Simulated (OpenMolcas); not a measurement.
# Pt4+: moving or changing the point charges

Pt4+ among 6 point charges of -1.7 e arranged as a tetragonal octahedron (D4h), 2.11 Å from the ion, with the axial distance 2.511 Å.
```
   2.1100    0.0000    0.0000  -1.70
   0.0000    2.1100    0.0000  -1.70
  -2.1100    0.0000    0.0000  -1.70
   0.0000   -2.1100    0.0000  -1.70
   0.0000    0.0000    2.5109  -1.70
   0.0000    0.0000   -2.5109  -1.70
```

```
Program             : OpenMolcas
Method              : SS-CASPT2, IPEA 0.25 Eh, imaginary shift 0.1 Eh (closed shells correlated: 5s 5p)
Basis               : ANO-RCC-VTZP [8s7p5d3f1g]
Scalar Hamiltonian  : DKH2, point nucleus
Active space        : 6 electrons in 5 orbitals (5d)
State averaging     : 2S+1 = 5 even, 5 roots; 2S+1 = 3 even, 45 roots; 2S+1 = 1 even, 50 roots
Spin-orbit coupling : state interaction with AMFI integrals over the reference wave functions
```

Runs around this geometry, states (labels of D4, the rotations of D4h). Energies in cm-1 above the lowest state or level, χT in cm3 K/mol.

```
R (Å)  q (e)  Axial / equatorial distance  Ground state  First state of that spin  First gap with spin-orbit (degeneracies)  χT at 300 K  First state of another spin
 2.11  -1.36                         1.19            5E                  5A1 2090                                 50 (1, 2)        4.774                     3E 16210
 1.98   -1.7                         1.19            5E                  5A1 3560                                160 (1, 1)        4.081                     3E 13750
 2.11   -1.7                         1.19            5E                  5A1 2500                                 38 (1, 2)        4.613                     3E 15380
 2.35   -1.7                         1.19            5E                  5A1 1370                                 67 (1, 2)        4.844                     3E 16920
 2.11   -1.7                         1.29            5E                  5A1 1350                                 75 (1, 2)        4.592                    3B2 15000
```

Taking the first state of the same spin as R^-n, n = -ln(1370 / 3560) / ln(2.35 / 1.98) = 5.6 between the shortest and longest distance.

Scaling the charges by -1.36 / -1.7 = 0.80 scales the first state of the same spin by 2090 / 2500 = 0.84; with fixed orbitals a first-order splitting would follow the charge.

Point charges give a weaker field than real ligands, and real ions of this kind are as a rule low spin; the high spin found here belongs to the model. Free-ion shares, where given, are those of the reference states; single-state CASPT2 does not remix them. Spin-orbit coupling mixes the spin-free states strongly: the lowest level takes only 43 % from its leading state, 5E (figures for R = 2.11, q = -1.36, ratio = 1.19; the like holds for R = 1.98, q = -1.7, ratio = 1.19, R = 2.11, q = -1.7, ratio = 1.19, R = 2.35, q = -1.7, ratio = 1.19, R = 2.11, q = -1.7, ratio = 1.29). An orbital doublet at a regular site is open to a Jahn-Teller distortion, which this geometry leaves out (holds for R = 1.98, q = -1.7, ratio = 1.19). This shell can be high or low spin here, a state of another spin lies low, and with metal d orbitals alone active their balance is uncertain, so the ground spin may be wrong (holds for R = 1.98, q = -1.7, ratio = 1.19). Point charges carry no covalency, so the field is a model and not that of real ligands. No measured value stands beside these numbers.
